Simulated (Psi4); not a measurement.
C₃H₈Si, charge -1, doublet, geometry from GFN2-xTB (a state made from the parent by changing its charge; the spin is typed, not shown lowest) (a gas-phase anion, which may not be bound at this level); R2SCAN/cc-pVDZ (Psi4 1.11).

The Psi4 input:
```
memory 2 GB

molecule {
-1 2
  C     0.87358950    0.23056578    1.03905851
  C     1.00653027   -0.63700799   -0.20517026
  Si   -0.79415104   -0.26922189   -0.78421052
  C    -0.32092081    1.09362873    0.64932921
  H     1.78597706    0.79240566    1.30870886
  H     0.61716901   -0.39661291    1.90276145
  H     1.77312593   -0.24608686   -0.88426003
  H     1.29036866   -1.67518887    0.01645795
  H    -1.85756528   -0.97356403   -0.00238474
  H    -0.87099019   -1.22873330   -2.01722684
  H     0.01757697    2.06345240    0.26107420
  H    -0.99274117    1.31031528    1.49451183
no_reorient
}

set basis cc-pvdz
set reference uks

energy('r2scan')
print_variables()
```

Output, abridged:

```
   => Loading Basis Set <=

    Name: CC-PVDZ
    Role: ORBITAL
    Keyword: BASIS

         ---------------------------------------------------------
                                   SCF
               by Justin Turney, Rob Parrish, Andy Simmonett
                          and Daniel G. A. Smith
                              UKS Reference
         ---------------------------------------------------------

  ==> Geometry <==

    Molecular point group: c1
    Full point group: C1

    Geometry (in Angstrom), charge = -1, multiplicity = 2:

       Center              X                  Y                   Z               Mass
    ------------   -----------------  -----------------  -----------------  -----------------
         C            0.897615225279     0.225603859404     1.067449515963    12.000000000000
         C            1.030555995279    -0.641969910596    -0.176779254037    12.000000000000
         SI          -0.770125314721    -0.274183810596    -0.755819514037    27.976926534650
         C           -0.296895084721     1.088666809404     0.677720215963    12.000000000000
         H            1.810002785279     0.787443739404     1.337099865963     1.007825032230
         H            0.641194735279    -0.401574830596     1.931152455963     1.007825032230
         H            1.797151655279    -0.251048780596    -0.855869024037     1.007825032230
         H            1.314394385279    -1.680150790596     0.044848955963     1.007825032230
         H           -1.833539554721    -0.978525950596     0.026006265963     1.007825032230
         H           -0.846964464721    -1.233695220596    -1.988835834037     1.007825032230
         H            0.041602695279     2.058490479404     0.289465205963     1.007825032230
         H           -0.968715444721     1.305353359404     1.522902835963     1.007825032230

  Running in c1 symmetry.

  Rotational constants: A =      0.30850  B =      0.18888  C =      0.13128 [cm^-1]
  Rotational constants: A =   9248.60625  B =   5662.34266  C =   3935.80242 [MHz]
  Nuclear repulsion =  165.392972171982990

  Charge       = -1
  Multiplicity = 2
  Electrons    = 41
  Nalpha       = 21
  Nbeta        = 20

  ==> Algorithm <==

  SCF Algorithm Type is DF.
  DIIS enabled.
  MOM disabled.
  Fractional occupation disabled.
  Guess Type is SAD.
  Energy threshold   = 1.00e-06
  Density threshold  = 1.00e-06
  Integral threshold = 1.00e-12

  ==> Primary Basis <==

  Basis Set: CC-PVDZ
    Blend: CC-PVDZ
[...]
      Ntotal   =   41.0000200068 ; deviation = 2.001e-05

   @Spin Contamination Metric:   5.099572242E-03
   @S^2 Expected:                7.500000000E-01
   @S^2 Observed:                7.550995722E-01
   @S   Expected:                5.000000000E-01
   @S   Observed:                5.000000000E-01

    Orbital Energies [Eh]
    ---------------------

    Alpha Occupied:

[...]
    Alpha Virtual:

[...]
     100A      2.924512

    Beta Occupied:

[...]
    Beta Virtual:

[...]
    Final Occupation by Irrep:
              A
    DOCC [    20 ]
    SOCC [     1 ]
    NA   [    21 ]
    NB   [    20 ]

  @DF-UKS Final Energy:  -408.44015389211177

   => Energetics <=

    Nuclear Repulsion Energy =            165.3929721719829899
    One-Electron Energy =                -896.5055867048127993
    Two-Electron Energy =                 363.0021663402962986
    DFT Exchange-Correlation Energy =     -40.3297056995782270
    Empirical Dispersion Energy =           0.0000000000000000
    VV10 Nonlocal Energy =                  0.0000000000000000
    Total Energy =                       -408.4401538921117663

  UHF NO Occupations:
  HONO-2 :   19  A 1.9992214
  HONO-1 :   20  A 1.9989528
  HONO-0 :   21  A 1.0000000
  LUNO+0 :   22  A 0.0010472
  LUNO+1 :   23  A 0.0007786
  LUNO+2 :   24  A 0.0004717
  LUNO+3 :   25  A 0.0001407

Computation Completed

Properties will be evaluated at   0.000000,   0.000000,   0.000000 [a0]

Properties computed using the SCF density matrix

 Multipole Moments:

 ------------------------------------------------------------------------------------
     Multipole            Electronic (a.u.)      Nuclear  (a.u.)        Total (a.u.)
 ------------------------------------------------------------------------------------

 L = 1.  Multiply by 2.5417464519 to convert [e a0] to [Debye]
 Dipole X            :         -0.7420194            1.8160820            1.0740625
 Dipole Y            :          0.7525985           -0.3750668            0.3775318
 Dipole Z            :         -1.1213711            2.1460493            1.0246782
 Magnitude           :                                                    1.5317004

 ------------------------------------------------------------------------------------

  Variable Map:
  ----------------------------------------------------------------------------
[...]
  Array Variable Map:
  ----------------------------------------------------------------------------
[...]
[...]
```
